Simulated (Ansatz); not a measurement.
Relaxation of Ca₇⁻ with UKS PBE/def2-SVPD.

```sh
$ ansatz run in.yaml --threads 4 --pin off --events-out ev --progress --plain --max-ram 4787MiB
```

```yaml
crystal:
  periodic: [false, false, false]
  atoms:
    - {symbol: Ca, position_ang: [0.558940, 3.146030, -0.944110]}
    - {symbol: Ca, position_ang: [2.735320, 0.834140, 2.073060]}
    - {symbol: Ca, position_ang: [-3.516150, -2.211290, 0.620830]}
    - {symbol: Ca, position_ang: [-2.421130, 0.217460, -2.450140]}
    - {symbol: Ca, position_ang: [-2.834740, 1.672600, 1.505470]}
    - {symbol: Ca, position_ang: [2.838080, -0.536330, -1.957890]}
    - {symbol: Ca, position_ang: [2.639680, -3.122600, 1.152790]}
basis:
  gaussian: {orbitals: def2-SVPD}
total_charge: -1
magnetization: {spin_polarized: true, initial_magnetization: 1}
hamiltonian: {xc: pbe}
scf: {lower_state_search: "off"}
output: {orbitals: {seedname: orbitals}}
relax: {f_tol: 0.02, max_steps: 100}
```

Hardware: 4 threads of Arm Neoverse V2 on a shared host. Wall time 4.6 min.

Positions (Å) and forces (eV/Å) at steps 1, 2, 3, 4, 5, 6, 7, 8, 9, 10, 11, 12, 13, 14, 15, 16, 17 of 17:

```xyz
7
step=1 energy=-129005.8680 eV
Ca    0.559    3.146   -0.944   -0.082   -0.434    0.117
Ca    2.735    0.834    2.073   -0.179   -0.113   -0.448
Ca   -3.516   -2.211    0.621    0.158    0.178   -0.066
Ca   -2.421    0.217   -2.450    0.187    0.127    0.452
Ca   -2.835    1.673    1.505    0.240   -0.165   -0.393
Ca    2.838   -0.536   -1.958   -0.234    0.194    0.411
Ca    2.640   -3.123    1.153   -0.091    0.213   -0.074
7
step=2 energy=-129006.1491 eV
Ca    0.560    3.168   -0.951   -0.080   -0.421    0.108
Ca    2.581    0.833    2.012   -0.192   -0.097   -0.419
Ca   -3.325   -2.236    0.636    0.182    0.154   -0.055
Ca   -2.250    0.201   -2.384    0.207    0.123    0.420
Ca   -2.676    1.628    1.475    0.249   -0.149   -0.362
Ca    2.658   -0.501   -1.923   -0.246    0.194    0.377
Ca    2.452   -3.094    1.134   -0.120    0.197   -0.071
7
step=3 energy=-129006.4104 eV
Ca    0.560    3.169   -0.971   -0.075   -0.394    0.100
Ca    2.425    0.831    1.960   -0.201   -0.082   -0.381
Ca   -3.132   -2.260    0.653    0.213    0.131   -0.043
Ca   -2.143    0.205   -2.327    0.212    0.112    0.380
Ca   -2.521    1.586    1.455    0.250   -0.132   -0.323
Ca    2.547   -0.464   -1.885   -0.243    0.181    0.336
Ca    2.264   -3.067    1.116   -0.156    0.184   -0.069
7
step=4 energy=-129006.6445 eV
Ca    0.556    3.155   -0.981   -0.069   -0.358    0.091
Ca    2.315    0.829    1.911   -0.199   -0.069   -0.333
Ca   -2.939   -2.283    0.670    0.249    0.110   -0.032
Ca   -2.060    0.212   -2.277    0.203    0.097    0.331
Ca   -2.413    1.556    1.429    0.237   -0.114   -0.278
Ca    2.464   -0.430   -1.850   -0.226    0.161    0.289
Ca    2.076   -3.039    1.098   -0.195    0.174   -0.068
7
step=5 energy=-129006.8590 eV
Ca    0.551    3.138   -0.986   -0.061   -0.316    0.080
Ca    2.225    0.825    1.868   -0.191   -0.058   -0.279
Ca   -2.746   -2.303    0.689    0.273    0.093   -0.022
Ca   -1.987    0.219   -2.232    0.183    0.079    0.278
Ca   -2.327    1.534    1.403    0.213   -0.094   -0.227
Ca    2.393   -0.401   -1.818   -0.197    0.134    0.237
Ca    1.892   -3.013    1.077   -0.220    0.162   -0.067
7
step=6 energy=-129007.1191 eV
Ca    0.529    3.029   -0.963   -0.026   -0.121    0.023
Ca    2.121    0.806    1.773   -0.162   -0.019   -0.094
Ca   -2.552   -2.282    0.693    0.248    0.026    0.010
Ca   -1.900    0.243   -2.137    0.134    0.014    0.102
Ca   -2.227    1.500    1.333    0.135   -0.029   -0.057
Ca    2.306   -0.352   -1.742   -0.118    0.051    0.064
Ca    1.723   -2.945    1.043   -0.211    0.078   -0.047
7
step=7 energy=-129007.2406 eV
Ca    0.533    3.054   -0.997   -0.015   -0.083    0.018
Ca    1.921    0.811    1.767   -0.111   -0.069   -0.124
Ca   -2.356   -2.305    0.724    0.125    0.070    0.012
Ca   -1.794    0.229   -2.119    0.080    0.018    0.137
Ca   -2.080    1.488    1.364    0.020   -0.023   -0.076
Ca    2.225   -0.338   -1.752   -0.034    0.024    0.084
Ca    1.552   -2.939    1.013   -0.065    0.064   -0.051
7
step=8 energy=-129007.3199 eV
Ca    0.527    3.032   -1.003    0.017    0.009   -0.009
Ca    1.758    0.746    1.683   -0.169   -0.079   -0.084
Ca   -2.219   -2.251    0.766    0.020    0.060    0.084
Ca   -1.704    0.233   -2.018    0.124   -0.012    0.093
Ca   -2.076    1.499    1.340   -0.092    0.052    0.013
Ca    2.221   -0.337   -1.722    0.047    0.007   -0.035
Ca    1.494   -2.923    0.953    0.053   -0.037   -0.061
7
step=9 energy=-129007.4217 eV
Ca    0.536    3.041   -1.012    0.028    0.051   -0.009
Ca    1.591    0.675    1.610   -0.211   -0.106   -0.066
Ca   -2.163   -2.198    0.845    0.024    0.068    0.129
Ca   -1.597    0.221   -1.932    0.125   -0.054    0.084
Ca   -2.140    1.547    1.343   -0.128    0.105    0.021
Ca    2.263   -0.334   -1.743    0.092    0.009   -0.064
Ca    1.510   -2.952    0.888    0.070   -0.073   -0.095
7
step=10 energy=-129007.5486 eV
Ca    0.537    3.037   -1.009    0.037    0.126   -0.041
Ca    1.428    0.583    1.540   -0.266   -0.129    0.059
Ca   -2.069   -2.138    0.990   -0.068    0.095    0.186
Ca   -1.494    0.157   -1.819    0.171   -0.128   -0.017
Ca   -2.182    1.615    1.265   -0.218    0.179    0.151
Ca    2.318   -0.272   -1.703    0.186   -0.028   -0.210
Ca    1.462   -2.983    0.736    0.158   -0.114   -0.128
7
step=11 energy=-129007.7529 eV
Ca    0.546    3.072   -1.020    0.013    0.063   -0.014
Ca    1.253    0.498    1.520   -0.248   -0.169   -0.046
Ca   -2.041   -2.078    1.118   -0.004    0.096    0.203
Ca   -1.384    0.089   -1.764    0.183   -0.098    0.078
Ca   -2.269    1.705    1.278   -0.188    0.156    0.049
Ca    2.407   -0.255   -1.751    0.167    0.009   -0.112
Ca    1.489   -3.032    0.620    0.077   -0.057   -0.157
7
step=12 energy=-129007.9490 eV
Ca    0.548    3.088   -1.032   -0.023    0.047    0.006
Ca    1.106    0.430    1.492   -0.168   -0.173   -0.062
Ca   -2.035   -2.022    1.277    0.011    0.056    0.197
Ca   -1.245   -0.023   -1.674    0.180   -0.101    0.089
Ca   -2.338    1.774    1.258   -0.149    0.155   -0.004
Ca    2.514   -0.199   -1.770    0.146    0.019   -0.061
Ca    1.449   -3.047    0.448    0.003   -0.003   -0.164
7
step=13 energy=-129008.1064 eV
Ca    0.527    3.108   -1.024   -0.026    0.024    0.038
Ca    0.985    0.336    1.451   -0.077   -0.024   -0.010
Ca   -2.023   -1.976    1.438   -0.002    0.013    0.140
Ca   -1.104   -0.127   -1.587    0.098   -0.136    0.020
Ca   -2.420    1.865    1.221   -0.021    0.089   -0.036
Ca    2.625   -0.155   -1.788    0.085    0.048   -0.013
Ca    1.409   -3.050    0.290   -0.056   -0.014   -0.139
7
step=14 energy=-129008.1878 eV
Ca    0.496    3.120   -0.997   -0.022   -0.029    0.026
Ca    0.923    0.311    1.455    0.001    0.036    0.007
Ca   -2.026   -1.950    1.597   -0.005    0.005    0.050
Ca   -1.003   -0.282   -1.555    0.027   -0.051    0.006
Ca   -2.427    1.933    1.155    0.018    0.013   -0.034
Ca    2.716   -0.075   -1.771    0.028    0.030    0.013
Ca    1.320   -3.056    0.116   -0.046   -0.005   -0.069
7
step=15 energy=-129008.2019 eV
Ca    0.473    3.078   -0.994   -0.016    0.024   -0.006
Ca    0.937    0.320    1.485    0.013    0.031    0.052
Ca   -2.006   -1.910    1.730    0.003   -0.018   -0.034
Ca   -0.959   -0.364   -1.535   -0.004    0.015    0.007
Ca   -2.438    1.936    1.073    0.015   -0.010   -0.007
Ca    2.782    0.014   -1.710   -0.014   -0.041   -0.017
Ca    1.210   -3.074   -0.049    0.003   -0.001    0.006
7
step=16 energy=-129008.1951 eV rejected
Ca    0.419    3.130   -0.977    0.084   -0.048   -0.041
Ca    0.942    0.369    1.511    0.008   -0.014   -0.017
Ca   -1.989   -1.958    1.670   -0.027    0.048    0.018
Ca   -0.958   -0.324   -1.528    0.020   -0.018    0.002
Ca   -2.416    1.948    1.075   -0.060   -0.040    0.042
Ca    2.774   -0.105   -1.728   -0.018    0.097    0.000
Ca    1.228   -3.060   -0.023   -0.008   -0.025   -0.004
7
step=17 energy=-129008.2054 eV
Ca    0.466    3.094   -1.000   -0.002   -0.005    0.001
Ca    0.948    0.348    1.515   -0.005    0.001   -0.006
Ca   -2.007   -1.927    1.695    0.004    0.003   -0.003
Ca   -0.954   -0.345   -1.526    0.007   -0.001    0.011
Ca   -2.435    1.926    1.079    0.002    0.002   -0.002
Ca    2.767   -0.026   -1.727   -0.004    0.000    0.004
Ca    1.215   -3.069   -0.036   -0.001    0.001   -0.005
```

The highest occupied level of the charge -1 doublet lies above zero (up to 0.13 eV). It is a level of α spin, whose loss leaves a singlet; that state wasn't run at this geometry and level. The electron is either unbound and held by the finite basis, or the level is raised by self-interaction error. The relaxation made no stability test and no search for a lower SCF solution. The structure comes from a short search, and lower isomers may exist.
